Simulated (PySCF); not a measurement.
VF4, SMILES [F][V+]([F])([F])[F], charge +1, multiplicity 1.

The structure is a stationary point at B3LYP-D3(BJ)/def2-SVP. The spin state was assumed, not searched. The isomer is the one that the SMILES or the coordinates give; other isomers of the formula were not compared.

All values below come from M06-2X/def2-TZVP in PySCF.

Symmetry labels are those of the subgroup D2 that the program uses (full group Td).

Computed valence orbital energies around the gap with their symmetry:
```
orbital  symmetry  energy (eV)
-------  --------  -----------
HOMO−7          A       -24.65
HOMO−6          A       -23.63
HOMO−5         B1       -23.19
HOMO−4         B2       -23.19
HOMO−3         B3       -23.19
HOMO−2         B1       -22.53
HOMO−1         B2       -22.53
HOMO           B3       -22.53
LUMO            A       -11.37
LUMO+1          A       -11.37
LUMO+2         B2       -10.00
LUMO+3         B3       -10.00
```
